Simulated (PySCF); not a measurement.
Gas-phase reaction: 2 WO2Cl2 + 2 H2O = W2O6 + 4 HCl. Level: PBE0/def2-TZVP; standard pressure 1 bar.

Computed with PySCF and rigid-rotor harmonic-oscillator thermochemistry at 1 bar. All species are closed-shell singlets. W: scalar-relativistic def2 core potential, no spin-orbit coupling. W2O6: computed as isolated molecules; such fragments, hydroxides, amides, oligomers or adducts are transient or little studied in the gas. The harmonic model lacks anharmonicity and excited electronic states, which grow with temperature; levels with a mode under 35 cm⁻¹ are left out. Soft modes under 120 cm⁻¹ make the harmonic entropy rough for WO2Cl2, W2O6.

| T (K) | 1000/T (1/K) | log10 K |
|---|---|---|
| 500 | 2.0000 | -20.88 |
| 600 | 1.6667 | -16.67 |
| 800 | 1.2500 | -11.38 |
| 1000 | 1.0000 | ? |
| 1200 | 0.8333 | -6.03 |
| 1400 | 0.7143 | -4.48 |

Task: Fit log10 K = a + b·(1000/T) to the five rows, get the mean ΔH° and ΔS°, and predict log10 K at 1000 K.

Result: Means: 1000/T = 1.2929, log10 K = -11.888. Sums of products about the means: Sxy = -15.14615, Sxx = 1.187567, so b = Sxy/Sxx = -12.75 and a = -11.888 − (-12.75)×1.2929 = 4.60.
ΔH° = −R ln 10 × 1000 K × b = −19.145 × (-12.75) = 244 kJ; ΔS° = R ln 10 × a = 88 J/K. The run's own values go from 241 kJ and 83 J/K at 500 K to 250 kJ and 92 J/K at 1400 K.
Prediction at 1000 K: 4.60 + (-12.75)×1.0000 = -8.15. The computed value is -8.18, 0.03 from the line.
For scale, ΔH°(298 K) is 240 kJ at this level, 219 kJ at ωB97M-V/def2-TZVP†, and runs from 196 to 416 kJ over the 17 levels computed († marks an energy on the PBE0/def2-TZVP geometry).
